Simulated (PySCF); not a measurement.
AlClH4O2Si, SMILES [Al]([O][SiH3])([OH])[Cl].

The structure is a stationary point at PBE0-D3(BJ)/def2-SVP. The structure was generated by enumeration; whether it is a known compound was not checked. Other conformers were not sampled.

Two levels are set side by side: PBE/def2-TZVP (PySCF) and HF/def2-TZVP (PySCF). Same geometry, gas phase. Differences are taken from unrounded values.

```json
[
 {"quantity": "orbital gap (eV)", "HF": "14.45"},
 {"quantity": "highest occupied level (eV)", "HF": "-12.43"},
 {"quantity": "lowest empty level (eV)", "HF": "2.01"},
 {"quantity": "dipole moment (D)", "HF": "2.26"},
 {"quantity": "mean polarisability (bohr³)", "HF": "56.8"}
]
```

Q: What does PBE give, and how far is it from HF? (The exact figures need the calculation; the answer reports its results.)

A: 
```csv
quantity,PBE,PBE minus HF
orbital gap (eV),5.61,-8.83
highest occupied level (eV),-7.41,5.03
lowest empty level (eV),-1.79,-3.81
dipole moment (D),1.96,-0.30
mean polarisability (bohr³),67.4,10.6
```

Without exact exchange PBE keeps part of each electron's self-repulsion, which lifts occupied levels and narrows the gap. PBE's more diffuse valence density responds more strongly to a field. Differences between two approximate levels are no errors against the true value.

Rough cost on one machine, each run with all the roots and properties that it gave: HF against PBE about 1/3.
